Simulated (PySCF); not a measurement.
# Name the molecule from its bond curve

A diatomic of charge +1 contains Sb. Its quartet curve at UHF in a double-zeta basis (scalar-relativistic core potentials, PySCF), in eV from the separated fragments:

R (Å), E (eV) and a bar:
```
    2.553     -0.184 ##############################
    2.672     -0.278 ###############
    2.791     -0.333 ######
    2.880     -0.355 ##
    2.969     -0.366 
    3.058     -0.368 
    3.177     -0.361 #
    3.325     -0.342 ####
    3.503     -0.311 #########
    3.741     -0.262 #################
```

The fit gives ωe = 187 cm⁻¹ and the rotational constant Bₑ = 0.2750 cm⁻¹.

Which atom is the partner?

The minimum lies at 3.040 Å, so the reduced mass is 16.8576 u Å² cm⁻¹/(Bₑ·Re²) = 6.633 u. With Sb at 120.90 u the partner weighs about 7.0 u: Li. The molecule is LiSb⁺.

Spin–orbit coupling is left out. The state is the lowest determinant that a PBE0 search found; another state may lie lower at other levels.
